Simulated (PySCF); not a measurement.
C6H6, SMILES C#CCC=C=C. Atoms are numbered in the order given.

```xyz
12

C     -2.5342     1.3824     0.5543
C     -1.7794     0.5411     0.1258
C     -0.8516    -0.4843    -0.3762
C      0.4180    -0.5694     0.4497
C      1.6224    -0.4345    -0.0498
C      2.8228    -0.2974    -0.5570
H     -3.2067     2.1327     0.9314
H     -1.3664    -1.4608    -0.3624
H     -0.5998    -0.2715    -1.4269
H      0.3032    -0.7508     1.5255
H      3.3794    -1.1618    -0.9357
H      3.3029     0.6858    -0.6122
```
Charge 0, spin multiplicity 1.

The structure is a stationary point at ωB97X-D3(BJ)/def2-SVP. One conformer was computed; it need not be the lowest.

Method: PBE/def2-TZVP (PySCF).

**Question.** Estimate the frontier levels, gap, dipole moment and polarisability. (An estimate is asked for; the answer gives what the named calculation found.)

**Answer.** 
* **highest occupied level**: -6.30 eV
* **lowest empty level**: -1.00 eV
* **orbital gap**: 5.30 eV
* **dipole moment**: 0.61 D
* **quadrupole, principal values (traceless, Buckingham form, about the centre of nuclear charge)**: -4.15, -0.67, 4.82 D·Å
* **mean static polarisability**: 74.3 bohr³ (11.00 Å³)
* **polarisability, principal values**: 49.3, 56.2, 117.2 bohr³
